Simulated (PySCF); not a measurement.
BeH2IN, SMILES [NH2][Be][I].

Geometry optimised at B3LYP-D3(BJ)/def2-TZVP. The def2 effective core potentials stand for the cores of I; spin–orbit coupling is left out. One conformer was computed; it need not be the lowest.

Calculation: B3LYP/def2-TZVPD in PySCF.

Symmetry labels are those of the subgroup C2v that the program uses (full group C2v).

Question: List the valence orbital energies around the gap with their symmetry. (The exact figures need the calculation; the answer reports its results.)

Answer: 
```
orbital  symmetry  energy (eV)
-------  --------  -----------
HOMO−7         A1       -22.80
HOMO−6         A1       -18.74
HOMO−5         B2       -13.30
HOMO−4         A1       -11.62
HOMO−3         A1        -9.22
HOMO−2         B1        -7.83
HOMO−1         B2        -7.53
HOMO           B1        -7.18
LUMO           A1        -0.78
LUMO+1         B2        -0.43
LUMO+2         A1         0.16
LUMO+3         B1         0.31
```
